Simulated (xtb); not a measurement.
Be(NMe2)(SiH3) (C₂H₉BeNSi), SMILES C[N](C)[Be][SiH3]. All values are semi-empirical tight-binding results from xtb (GFN2-xTB unless named), good for trends rather than for accurate numbers. Geometry: GFN2-xTB. Other conformers were not sampled.

Optimised geometry:

```xyz
14

Be    -0.2519     0.1217     0.1703
N      0.8439    -0.4877    -0.6777
C      2.2432    -0.1609    -0.5390
C      0.6464    -1.4603    -1.7256
H      2.8336    -1.0541    -0.2970
H      2.6425     0.2640    -1.4691
H      2.3738     0.5674     0.2587
H      1.0033    -1.0772    -2.6905
H      1.1929    -2.3875    -1.5096
H     -0.4121    -1.6947    -1.8156
Si    -1.7909     1.0117     1.4115
H     -2.9010     0.1456     1.8447
H     -2.5441     2.1533     0.8653
H     -1.3540     1.5730     2.7018
```
Charge 0, spin multiplicity 1.

For metal compounds this method's bond lengths and energies can be far off.

Q: Estimate the properties. (An estimate is asked for; the answer gives what the named calculation found.)

A: 
```yaml
orbital_gap: 3.99 eV
zero_point_energy: 65.5 kcal/mol
G − E(el) at 298.15 K (modified RRHO): 44.3 kcal/mol
```

Computed atomic charges and the Wiberg bond orders between heavy atoms:
charges (e) Be1 0.46, N2 -0.36, C3 -0.01, C4 -0.01, H5 0.02, H6 0.02, H7 0.01, H8 0.02, H9 0.02, H10 0.02, Si11 0.27, H12 -0.15, H13 -0.15, H14 -0.15. Bond orders Be1–N2 1.14, N2–C3 1.03, N2–C4 1.03, Be1–Si11 0.89.
